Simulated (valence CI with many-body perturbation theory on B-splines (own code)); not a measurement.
**Which ion has this spectrum?**

A relativistic CI+MBPT calculation for an atom or ion with 16 electrons gives these levels (cm⁻¹):

```tsv
J	Parity	E	g
2	even	0	1.43
0	even	40523	
1	even	57849	1.50
2	even	92112	1.07
0	even	181501	
2	odd	488863	1.50
1	odd	521570	1.45
0	odd	551992	
1	odd	625093	1.05
2	odd	635560	1.35
3	odd	636177	1.42
0	odd	636781	
1	odd	638994	1.47
4	odd	644685	1.46
```

The energies are calculated, with errors of perhaps 300 cm⁻¹, more in some levels.

(1) Which is it?
A. Br19+
B. Rb21+
C. Ge16+
D. Se18+

Answers

(1) D. Se18+, ground level 3s2.3p4 3P_2.
